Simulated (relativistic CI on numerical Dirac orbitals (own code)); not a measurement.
Ligand-field terms of d6

Computed with a parametric ligand-field model of a d^n configuration (Racah B and C, spin-orbit zeta, crystal field), exact diagonalisation.

Field parameters in Wybourne normalisation: Oh B⁴₀ = 21Dq, B⁴₄ = √(5/14) B⁴₀. The field is a parameter set, without covalency.

B = 610 cm⁻¹, C = 3120 cm⁻¹ (C/B = 5.11), Oh, no spin-orbit coupling. Tanabe-Sugano data, E/B above the lowest term (Δ = |10Dq|; b, c mark the second and third term of a kind):

```
 Δ/B    5T2     5E    3T1    3T2  3T1(b)    1A1    1T1
 1.0   0.00   1.00  24.24  24.53   25.19  35.97  36.33
 3.0   0.00   3.00  23.27  24.34   25.64  33.27  34.99
 5.0   0.00   5.00  21.85  23.81   25.68  30.00  33.36
 7.0   0.00   7.00  20.23  22.99   25.68  26.52  31.61
 9.0   0.00   9.00  18.51  21.93   25.68  22.93  29.81
11.0   0.00  11.00  16.74  20.70   25.69  19.26  27.97
13.0   0.00  13.00  14.93  19.33   25.70  15.54  26.11
15.0   0.00  15.00  13.10  17.86   25.71  11.79  24.23
17.0   0.00  17.00  11.24  16.31   25.71   8.00  22.33
19.0   0.00  19.00   9.37  14.70   25.72   4.19  20.41
21.0   0.00  21.00   7.48  13.03   25.72   0.37  18.49
23.0   3.48  26.48   9.06  14.81   29.21   0.00  20.04
25.0   7.34  32.34  11.01  16.93   33.07   0.00  21.96
27.0  11.21  38.21  12.97  19.03   36.95   0.00  23.89
29.0  15.09  44.09  14.93  21.12   40.83   0.00  25.82
31.0  18.98  49.98  16.89  23.19   44.73   0.00  27.76
33.0  22.88  55.88  18.85  25.26   48.63   0.00  29.70
35.0  26.78  61.78  20.81  27.32   52.54   0.00  31.65
37.0  30.70  67.70  22.78  29.37   56.45   0.00  33.60
39.0  34.61  73.61  24.75  31.42   60.37   0.00  35.55
41.0  38.54  79.54  26.72  33.46   64.30   0.00  37.50
43.0  42.46  85.46  28.70  35.49   68.23   0.00  39.46
45.0  46.40  91.40  30.67  37.52   72.16   0.00  41.42
47.0  50.33  97.33  32.64  39.55   76.10   0.00  43.38
```

The ground term changes from 5T2 to 1A1 between Δ/B = 21.0 and 23.0.
